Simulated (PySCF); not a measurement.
4-iodopyridine, C5H4IN.
SMILES: `IC1=CC=NC=C1`

Method: PySCF 2.14.0, PBE0-D3(BJ)/def2-SVP geometry optimisation, gas phase, def2 core potentials past Kr.

Masses are those of the commonest isotopes; rigid-rotor values at the optimised geometry. 

(1) What are A, B and C (MHz)?

(2) What kind of rotor is it?

(3) What does the inertial defect say?

(4) Where do the levels up to J = 5 lie, in cm⁻¹?

(5) Predict some low-J microwave lines.

(6) Estimate the classical rotational partition function at 10 K, 25 K and 500 K.

Results:

(1) Ia = 83.68, Ib = 683.86, Ic = 767.54 u·Å²; 505379 MHz·u·Å²/I gives A = 6039, B = 739.0, C = 658.4 MHz.

(2) A near-prolate asymmetric top: κ = (2 × 739.0 − 6039 − 658.4)/(6039 − 658.4) = -0.97.

(3) Planar: Δ = Ic − Ia − Ib = 0.00 u·Å². For a rigid frame Δ = −2 Σ m c², so it vanishes when all atoms lie in the ab plane; here none is more than 0.01 Å from it.

(4) Above 0(0,0):
J = 1: 1(0,1) 0.0466, 1(1,1) 0.2234, 1(1,0) 0.2261
J = 2: 2(0,2) 0.1398, 2(1,2) 0.3140, 2(1,1) 0.3220, 2(2,1) 0.8524, 2(2,0) 0.8525
J = 3: 3(0,3) 0.2795, 3(1,3) 0.4497, 3(1,2) 0.4659, 3(2,2) 0.9923, 3(2,1) 0.9924, 3(3,1) 1.8830, 3(3,0) 1.8830
J = 4: 4(0,4) 0.4657, 4(1,4) 0.6308, 4(1,3) 0.6576, 4(2,3) 1.1787, 4(2,2) 1.1792, 4(3,2) 2.0695, 4(3,1) 2.0695, 4(4,1) 3.3165, 4(4,0) 3.3165
J = 5: 5(0,5) 0.6981, 5(1,5) 0.8570, 5(1,4) 0.8973, 5(2,4) 1.4117, 5(2,3) 1.4128, 5(3,3) 2.3027, 5(3,2) 2.3027, 5(4,2) 3.5496, 5(4,1) 3.5496, 5(5,1) 5.1529, 5(5,0) 5.1529
The levels of one J sum to (2J + 1)J(J + 1)(A + B + C)/3.

(5) The dipole components are |μa| = 0.95 D, |μb| = 0.00 D, |μc| = 0.00 D; the symmetry axis of this C2v structure is a, so μb and μc vanish by symmetry and there are no b-type or c-type lines. Some lines, for components of 0.1 D or more:

```json
{"type": "a", "branch": "Q", "J(Ka,Kc)": "3(1,2) ← 3(1,3)", "MHz": "483", "lower level (cm⁻¹)": "0.450"}
{"type": "a", "branch": "R", "J(Ka,Kc)": "2(1,2) ← 1(1,1)", "MHz": "2714", "lower level (cm⁻¹)": "0.223"}
{"type": "a", "branch": "R", "J(Ka,Kc)": "3(1,3) ← 2(1,2)", "MHz": "4071", "lower level (cm⁻¹)": "0.314"}
{"type": "a", "branch": "R", "J(Ka,Kc)": "3(1,2) ← 2(1,1)", "MHz": "4313", "lower level (cm⁻¹)": "0.322"}
{"type": "a", "branch": "R", "J(Ka,Kc)": "4(0,4) ← 3(0,3)", "MHz": "5581", "lower level (cm⁻¹)": "0.280"}
{"type": "a", "branch": "R", "J(Ka,Kc)": "4(3,1) ← 3(3,0)", "MHz": "5592", "lower level (cm⁻¹)": "1.883"}
{"type": "a", "branch": "R", "J(Ka,Kc)": "4(2,2) ← 3(2,1)", "MHz": "5598", "lower level (cm⁻¹)": "0.992"}
{"type": "a", "branch": "R", "J(Ka,Kc)": "4(1,3) ← 3(1,2)", "MHz": "5749", "lower level (cm⁻¹)": "0.466"}
{"type": "a", "branch": "R", "J(Ka,Kc)": "5(4,2) ← 4(4,1)", "MHz": "6989", "lower level (cm⁻¹)": "3.317"}
{"type": "a", "branch": "R", "J(Ka,Kc)": "5(3,2) ← 4(3,1)", "MHz": "6990", "lower level (cm⁻¹)": "2.070"}
{"type": "a", "branch": "R", "J(Ka,Kc)": "5(2,3) ← 4(2,2)", "MHz": "7003", "lower level (cm⁻¹)": "1.179"}
{"type": "a", "branch": "R", "J(Ka,Kc)": "5(1,4) ← 4(1,3)", "MHz": "7185", "lower level (cm⁻¹)": "0.658"}
```

(6) Point group C2v, symmetry number σ = 2; q = (√π/σ)·√((kT/h)³/(ABC)), k/h = 20836.6 MHz/K: 1550 at 10 K, 6150 at 25 K, 550000 at 500 K.

No PBE0-D3(BJ)/def2-SVP frequencies stand behind this structure, so it isn't proved a minimum. Zero-point vibration and centrifugal distortion are left out. Quadrupole hyperfine structure (14N, 127I) is left out.
